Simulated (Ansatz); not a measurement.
Reaction (redistribution): `CN([SiH3])[SiH](O)O` + `CO[SiH2]O[SiH3]` → `[SiH3]O[SiH2]O[SiH3]` + `CN(C)[SiH](O)O`

Gas-phase electronic energies from Ansatz, PBE0-D4/def2-TZVP geometries. CCSD(T)/CBS is the MP2 limit (def2-TZVPP, def2-QZVPP) plus CCSD(T) − MP2 in def2-TZVPP, frozen cores. DFT in def2-TZVPP. B3LYP here is the variant with VWN-RPA as its local correlation; programs differ in this. One conformer a species, not always the lowest.

`CN([SiH3])[SiH](O)O`:

Z-matrix (Å, degrees):
```
C
N 1 1.465
H 1 1.094 2 110.5
H 1 1.095 2 112.3 3 -120.0
H 1 1.094 2 110.9 3 118.8
Si 2 1.725 1 116.4 3 -162.8
Si 2 1.721 1 115.4 3 24.6
H 6 1.491 2 113.5 1 -75.3
H 6 1.487 2 109.6 1 163.7
H 6 1.488 2 108.6 1 44.2
O 7 1.634 2 114.3 1 62.7
O 7 1.638 2 109.3 1 -177.0
H 7 1.478 2 108.2 1 -52.2
H 11 0.959 7 117.7 2 72.4
H 12 0.958 7 118.5 2 41.9
```

`CO[SiH2]O[SiH3]`:

Z-matrix (Å, degrees):
```
C
O 1 1.410
H 1 1.095 2 111.0
H 1 1.091 2 108.4 3 119.2
H 1 1.096 2 111.7 3 -121.4
Si 2 1.632 1 123.9 3 77.8
O 6 1.632 2 112.2 1 -66.8
H 6 1.484 2 110.1 1 51.1
H 6 1.479 2 105.4 1 173.3
Si 7 1.637 6 144.4 2 -56.8
H 10 1.486 7 109.9 6 78.7
H 10 1.483 7 108.3 6 -161.8
H 10 1.487 7 110.5 6 -41.7
```

`[SiH3]O[SiH2]O[SiH3]`:

Z-matrix (Å, degrees):
```
Si
O 1 1.637
H 1 1.485 2 109.9
H 1 1.483 2 108.3 3 -119.7
H 1 1.487 2 110.2 3 120.4
Si 2 1.627 1 145.9 3 -78.5
O 6 1.627 2 110.9 1 61.3
H 6 1.480 2 107.2 1 -178.8
H 6 1.480 2 109.8 1 -56.9
Si 7 1.637 6 145.8 2 60.6
H 10 1.483 7 108.2 6 162.1
H 10 1.485 7 109.9 6 -78.2
H 10 1.487 7 110.3 6 42.1
```

`CN(C)[SiH](O)O`:

```xyz
15

C     0.113    1.412    0.917
N     0.065    0.382   -0.092
C     0.159    0.893   -1.439
Si   -0.432   -1.218    0.214
O    -0.013   -1.488    1.780
O     0.267   -2.241   -0.863
H     0.050    0.973    1.912
H     1.055    1.971    0.854
H    -0.707    2.136    0.803
H    -0.651    1.602   -1.666
H     1.109    1.421   -1.592
H     0.107    0.080   -2.165
H    -1.876   -1.517    0.038
H    -0.470   -2.204    2.222
H     1.224   -2.202   -0.925
```

```json
{"level": "PBE-D4", "ΔE (kJ/mol)": "-73.8"}
{"level": "B3LYP-D4", "ΔE (kJ/mol)": "-80.3"}
{"level": "ωB97X-V", "ΔE (kJ/mol)": "-79.3"}
{"level": "r2SCAN", "ΔE (kJ/mol)": "-80.1"}
{"level": "B3LYP", "ΔE (kJ/mol)": "-82.6"}
{"level": "HF/def2-QZVPP", "ΔE (kJ/mol)": "-90.6"}
{"level": "HF/CBS(def2)", "ΔE (kJ/mol)": "-90.7"}
{"level": "MP2/CBS(def2)", "ΔE (kJ/mol)": "-85.1"}
```

Q: What does CCSD(T)/CBS give? (An estimate is asked.)

A: Computed: -81.8 kJ/mol. The listed levels differ from it by 8.0, 1.5, 2.5, 1.7, -0.8, -8.8, -8.9, -3.3 kJ/mol.

Largest T1 diagnostic among the species: 0.012.

From PBE to PBE0 (25 % exact exchange), in def2-TZVPP and without D4, ΔE moves by −3.9 kJ/mol. In def2-TZVPP, CCSD(T) changes the Hartree–Fock value by +9.0 kJ/mol (the triples alone add +2.2 kJ/mol) and MP2 by +5.7 kJ/mol.
